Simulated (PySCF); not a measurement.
C10H16.
SMILES: `C1CC([C@@H]2CC23CCC3)C1`

Torsions of this conformer, `[CH2:1]1[CH2:2][CH:3]([C@@H:4]2[CH2:5][C:6]23[CH2:7][CH2:8][CH2:9]3)[CH2:10]1`: C2–C3–C4–C5 -92°.

The closed-shell ground state was solved at several levels (PySCF, density fitting, gas phase, non-relativistic). Geometry: PBE0-D3(BJ)/def2-SVP, one conformer, isolated molecule.

```tsv
level	basis functions	HOMO (eV)	LUMO (eV)	gap (eV)	dipole (D)
PBE/pcSseg-1	250	-6.01	0.58	6.59	0.15
wB97X-D/def2-SVPD	328	-9.06	2.42	11.48	0.12
```

(1) Estimate the row for PBE0/pcSseg-1, a basis of 250 functions; the other rows only guide the guess.

(2) Over all these levels, which gives the widest orbital gap and which the narrowest?

(3) How far do the dipole and the HOMO energy spread over the levels?

Answers

(1) HOMO -7.23 eV, LUMO 1.43 eV, gap 8.66 eV, dipole 0.15 D.

(2) wB97X-D/def2-SVPD (range-separated hybrid) has the widest, 11.48 eV, and PBE/pcSseg-1 (GGA) the narrowest, 6.59 eV. Functional and basis both differ between the two, so the spread mixes both effects.

(3) The dipole runs from 0.12 to 0.15 D (mean 0.14 D) and the HOMO from -9.06 to -6.01 eV.
